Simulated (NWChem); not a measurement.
Species: SnH$_{2}$O$_{2}$ClF; SMILES [OH][Sn]([OH])([F])[Cl]

```xyz
7

O      1.7828     0.7786     0.7150
Sn     0.0187     0.2189     0.0064
O     -0.3110     1.1327    -1.7308
F     -1.4349     0.7637     1.1899
Cl    -0.0262    -2.1172    -0.0870
H      1.9287     1.7132     0.4607
H     -1.2774     1.1685    -1.8855
```
Atoms are numbered in this order, from 1.

Program: NWChem. Coordinates come from a PBE-D3(BJ)/def2-SVP optimisation. def2 effective core potentials on Sn; no spin-orbit coupling.

For level Hartree-Fock/STO-3G (all-electron, non-relativistic):

highest occupied level (eV): -9.58
orbital gap (eV): 16.16
dipole (D): 3.10

Q: How do the values read with level Hartree-Fock/def2-SVP (core potentials) instead?

A: 
| Quantity | Value |
|---|---|
| highest occupied level (eV) | -13.18 |
| orbital gap (eV) | 14.19 |
| dipole (D) | 2.03 |
